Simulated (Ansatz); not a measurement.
Compare A (`[SiH3]/C=C/Br`) with its isomer B (`Br[SiH]1CC1`).

Computed with Ansatz on PBE0-D4/def2-TZVP structures; ΔE is electronic, products minus reactants. CCSD(T)/CBS adds triple-zeta CCSD(T) − MP2 to the extrapolated MP2 energy (def2 sets, frozen cores). Functionals use def2-TZVPP. B3LYP here is the variant with VWN-RPA as its local correlation; programs differ in this. For Br outer-core shells are correlated without core-valence functions, which leaves a few kJ/mol of doubt a bond. Scalar relativity is left out up to krypton.

A:

```xyz
9

Si   -1.330    0.001   -0.333
C     0.414   -0.531    0.037
C     1.339    0.352    0.380
Br    3.129   -0.096    0.772
H    -2.282   -0.667    0.593
H    -1.423    1.475   -0.169
H    -1.700   -0.371   -1.724
H     0.688   -1.581   -0.028
H     1.165    1.417    0.471
```

B:

```xyz
9

Br    1.413   -0.384   -2.456
Si    0.529   -0.763   -0.470
C    -0.989    0.131    0.029
C     0.326    0.623    0.709
H     0.809   -2.138   -0.019
H    -1.448    0.827   -0.666
H    -1.714   -0.355    0.675
H     0.660    1.616    0.423
H     0.415    0.442    1.775
```

Q: Which isomer does CCSD(T)/CBS put lower? Give the gap. (An estimate is asked.)

A: Computed: B, by 102.7 kJ/mol.

Q: Give E(B) − E(A) in kJ/mol with B2PLYP, MP2/def2-TZVPP, CCSD/def2-TZVPP, HF/def2-TZVPP, CCSD(T)/def2-TZVPP, B3LYP, r2SCAN-D4. (Estimate.)

A: Ansatz gave: B2PLYP -94.4, MP2/def2-TZVPP -107.4, CCSD/def2-TZVPP -96.6, HF/def2-TZVPP -82.9, CCSD(T)/def2-TZVPP -95.2, B3LYP -89.5, r2SCAN-D4 -111.7. None reverses the order clearly.

Largest T1 diagnostic: 0.010.

In def2-TZVPP, CCSD(T) changes the Hartree–Fock value by −12.3 kJ/mol (the triples alone add +1.4 kJ/mol) and MP2 by −24.5 kJ/mol. From PBE to PBE0 (25 % exact exchange), in def2-TZVPP and without D4, E(B) − E(A) moves by −9.9 kJ/mol.
